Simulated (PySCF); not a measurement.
**Working out the ionisation energy of Hf²⁺**

Hf²⁺ [Xe] 4f14 5d2 (3F) → Hf³⁺ [Xe] 4f14 5d1 (2D). Computed with PySCF 2.14 in def2-TZVPPD with the def2 core potential (60 electrons) (6s5p3d2f1g, 59 functions), with a scalar-relativistic core potential. Frozen: nothing. Energies in hartree (1 hartree = 27.21139 eV):

```json
{"part": "UHF", "Hf²⁺ (lower)": "-46.676775", "Hf³⁺ (upper)": "-45.888387"}
{"part": "CCSD correlation", "Hf²⁺ (lower)": "-0.179490", "Hf³⁺ (upper)": "-0.164234"}
{"part": "(T)", "Hf²⁺ (lower)": "-0.002947", "Hf³⁺ (upper)": "-0.002491"}
```

Task: What does Hartree-Fock give?

Result: (-45.888387) − (-46.676775) = 0.788388 hartree = 21.453 eV.

Task: What do CCSD and CCSD(T) give?

Result: The CCSD correlation energies differ by 0.015256 hartree = 0.415 eV and the triples by 0.000456 hartree = 0.012 eV, so CCSD gives 21.868 eV and CCSD(T) 21.880 eV.

Reference: 22.55 ± 0.04 eV (theoretical estimate listed by NIST; NIST Atomic Spectra Database, ionization energies), between the lowest levels; spin-orbit coupling is absent from the calculation.

What remains against the reference includes basis incompleteness and higher excitations.
